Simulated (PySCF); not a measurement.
Compound: CH8B2N2.
Z-matrix (Å and degrees, PBE0-D3(BJ)/def2-SVP geometry), rows numbered from 1:
```
B 
N   1  1.4005
B   2  1.4565  1  129.30
N   3  1.3932  2  122.12  1     0.72
C   4  1.4382  3  126.57  2   179.87
H   1  1.2136  2  119.93  3    -0.42
H   1  1.2101  2  120.08  3   179.65
H   2  1.0141  1  116.33  3  -179.43
H   3  1.2118  2  118.63  1  -179.11
H   4  1.0148  3  118.47  2     0.10
H   5  1.1040  4  112.15  3  -119.18
H   5  1.0987  4  109.51  3     0.28
H   5  1.1040  4  112.15  3   119.71
```

Level: CAM-B3LYP/def2-SVPD in PySCF, non-relativistic, on one gas-phase PBE0-D3(BJ)/def2-SVP geometry that isn't relaxed in the solvent. The solvent is an IEF-PCM continuum (cavity from Bondi-type radii × 1.2), and excitations are vertical TDDFT with non-equilibrium linear response and a frozen core. The model holds no explicit solvent molecules, cavitation or dispersion.

| run | E − E(gas) (kcal/mol) | HOMO (eV) | HOMO–LUMO gap (eV) | dipole (D) | lowest singlet (eV) | static polarisability (au) |
| --- | --- | --- | --- | --- | --- | --- |
| gas | 0.00 | -8.65 | 9.18 | 1.11 | 6.14 | 59.8 |
| P | -1.11 | -8.56 | 9.10 | 1.23 | 6.01 | 67.0 |
| Q | -2.13 | -8.52 | 9.03 | 1.32 | 5.97 | 74.4 |

Question: The runs were made in benzene and dichloromethane. Which run belongs to which solvent?

Answer: P = benzene, Q = dichloromethane. The dielectric constants are 2.271 (benzene), 8.93 (dichloromethane), and the energy falls further as ε rises. The optical constants n² used for the excitations are 2.25, 2.03 in the same order. In this model the ground state sees the solvent through ε alone.

Question: How constant is the ratio of the lowering to (ε − 1)/(2ε + 1)?

Answer: 
| solvent | (ε − 1)/(2ε + 1) | E − E(gas) (kcal/mol) | ratio (kcal/mol) | polarisation term (kcal/mol) |
| --- | --- | --- | --- | --- |
| benzene | 0.229 | -1.11 | -4.9 | -1.17 |
| dichloromethane | 0.420 | -2.13 | -5.1 | -2.33 |

The ratio changes by +4.2 % in size from benzene to dichloromethane. The polarisation term is half the interaction of the solute with the induced surface charges.
